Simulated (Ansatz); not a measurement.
Species: C₂H₆O₃Si (charge 0, singlet). SMILES: C=C[Si](O)(O)O
Geometry from a B3LYP-D3(BJ)/def2-TZVP (Ansatz, a program for electronic structure) optimisation:
```
Si
O 1 1.6377
H 2 0.9611 1 117.51
O 1 1.6413 2 107.22 3 -41.25
H 4 0.9604 1 117.47 2 156.69
O 1 1.6481 2 114.07 3 74.78
H 6 0.9603 1 117.82 2 60.03
C 1 1.8493 2 105.74 3 -163.41
C 8 1.3318 1 123.73 2 -136.78
H 9 1.0849 8 122.38 1 -179.07
H 9 1.0850 10 115.91 8 -179.69
H 8 1.0874 9 118.09 10 0.04
```

Wanted: atomisation energy (electronic, to ground-state atoms), in kJ/mol. Valence correlation only, unless marked. Open shells are spin-unrestricted. Spin-orbit coupling is left out. Non-relativistic. The coupled-cluster limit lacks core correlation, which all-electron functionals hold. CBS marks a two-point X^-3 extrapolation of the correlation energy; Hartree-Fock from the larger set.

```csv
level,program,atomisation energy (kJ/mol)
HF/6-31G*,Ansatz,3480.2
HF/aug-cc-pV(D+d)Z,Ansatz,3519.7
HF/cc-pV(D+d)Z,Ansatz,3464.4
SVWN5/def2-TZVPD,Ansatz,5767.8
BLYP-D3(BJ)/def2-TZVPD,Ansatz + dftd3,5008.6
PBE0-D3(BJ)/def2-TZVPD,Ansatz + dftd3,4994.2
PBE0-D4/def2-TZVPD,Ansatz + dftd4,4994.5
PBE0/def2-TZVPD,Ansatz,4972.4
wB97M-V/def2-TZVPD,Ansatz,5034.7
"RI-MP2/CBS(cc-pV(T+d)Z,cc-pV(Q+d)Z)",Ansatz,5186.8
SCS-MP2/cc-pV(T+d)Z,Ansatz,4980.8
CCSD(T)/aug-cc-pV(T+d)Z,Ansatz,4936.5
CCSD(T)/cc-pV(T+d)Z,Ansatz,4901.2
CCSD(T) with core electrons (1s frozen past Ne)/cc-pwCVTZ,Ansatz,4927.8
"CCSD(T)/CBS(cc-pV(T+d)Z,cc-pV(Q+d)Z)",Ansatz,5054.6
```
